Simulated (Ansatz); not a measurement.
BH3 (SMILES B), charge 0, multiplicity 1, relaxed at each level with Ansatz (a first-principles code); harmonic frequencies from differences of analytic forces, average atomic masses, frozen cores.

```tsv
level	B1–H2 (Å)	B1–H3 (Å)	B1–H4 (Å)	H2–B1–H3 (°)	H2–B1–H4 (°)	H3–B1–H4 (°)	dipole (D)
HF/def2-TZVPP	1.1874	1.1874	1.1874	120.0	120.0	120.0	0.00
PBE/def2-TZVPP	1.1986	1.1986	1.1986	120.0	120.0	120.0	0.00
r2SCAN/def2-TZVPP	1.1911	1.1911	1.1911	120.0	120.0	120.0	0.00
B3LYP/def2-TZVPP	1.1882	1.1882	1.1882	120.0	120.0	120.0	0.00
PBE0/def2-TZVPP	1.1927	1.1927	1.1927	120.0	120.0	120.0	0.00
wB97X-V/def2-TZVPP	1.1936	1.1936	1.1936	120.0	120.0	120.0	0.00
MP2/cc-pVTZ	1.1868	1.1868	1.1868	120.0	120.0	120.0	0.00
CCSD(T)/cc-pVDZ	1.2085	1.2085	1.2085	120.0	120.0	120.0	0.00
CCSD(T)/cc-pVTZ	1.1910	1.1910	1.1910	120.0	120.0	120.0	0.00
CCSD(T)/cc-pVQZ	1.1899	1.1899	1.1899	120.0	120.0	120.0	0.00
```

Measured: bond lengths of mixed type (r0, rs, rg or re) BH 1.19 Å [NIST CCCBDB].
